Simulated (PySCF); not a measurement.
## How methods differ on the ionisation energy of Pb⁵⁵⁺

Pb⁵⁵⁺ [Ar] 3d9 [3d3/2^4 3d5/2^5, M_J = 5/2] → Pb⁵⁶⁺ [Ar] 3d8 [3d3/2^4 3d5/2^4, M_J = 4], as a difference of total energies. Computed with PySCF 2.14 in an even-tempered Gaussian basis (15 s from 16 bohr⁻², ratio 2.8; 13 p from 21 bohr⁻², ratio 2.8; 8 d from 21 bohr⁻², ratio 2.8; 3 f from 75 bohr⁻², ratio 3), with the two-component X2C-1e Hamiltonian. Correlated levels: [Ne] frozen; the 78 highest virtual spinors dropped. "Screened" scales the spin-orbit matrix elements by Boettger's factors to mimic the two-electron term; Breit and QED terms are absent.

| method | ionisation energy (eV) |
| --- | --- |
| GHF (spin-free) | 5599.8 |
| GMP2 (spin-free) | 5601.2 |
| GHF (screened spin-orbit) | 5557.0 |
| GMP2 (screened spin-orbit) | 5558.4 |

Breit and QED terms and the two-electron picture change are absent.

The spin-free rows relax to the high-spin LS determinant and lack the spin-orbit shift.

The labels give the starting determinants; with spin-orbit coupling the two ends relaxed to ⟨J²⟩ = 8.75, ⟨L²⟩ = 6.10, ⟨S²⟩ = 0.85 and ⟨J²⟩ = 20.00, ⟨L²⟩ = 13.29, ⟨S²⟩ = 1.80.

For comparison: 5555 ± 5 eV (theoretical estimate listed by NIST; NIST Atomic Spectra Database, ionization energies).
